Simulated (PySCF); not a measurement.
A structure optimised at PBE-D3(BJ)/def2-SVP, used in a PySCF frequency run:

```
Te
C 1 2.2186
H 2 1.1097 1 103.49
C 2 1.5235 3 110.27 1 120.23
H 4 1.1078 2 112.39 3 -55.08
H 4 1.1093 5 107.89 2 123.04
H 4 1.1134 5 107.23 6 115.97
C 2 1.5262 3 109.74 4 125.02
H 8 1.1085 2 112.17 3 54.74
H 8 1.1103 9 108.08 2 -123.19
H 8 1.1119 9 107.73 10 -115.53
C 1 2.2213 2 95.54 3 58.85
H 12 1.1107 1 102.12 2 -21.70
C 12 1.5261 13 110.30 5 -55.86
H 14 1.1070 12 112.28 13 56.19
H 14 1.1095 15 107.44 12 -122.56
H 14 1.1134 15 108.00 16 -115.72
C 12 1.5270 13 109.68 14 -124.81
H 18 1.1071 12 112.06 13 -53.52
H 18 1.1105 19 107.80 12 123.07
H 18 1.1125 19 108.23 20 115.31
```
Charge 0, spin multiplicity 1.

Problem. Write its SMILES and formula.

Solution. CC(C)[Te]C(C)C, C₆H₁₄Te

Problem. What are its rotational constants (standard atomic weights)?

Solution. 2.2322, 1.0320, 0.81674 GHz
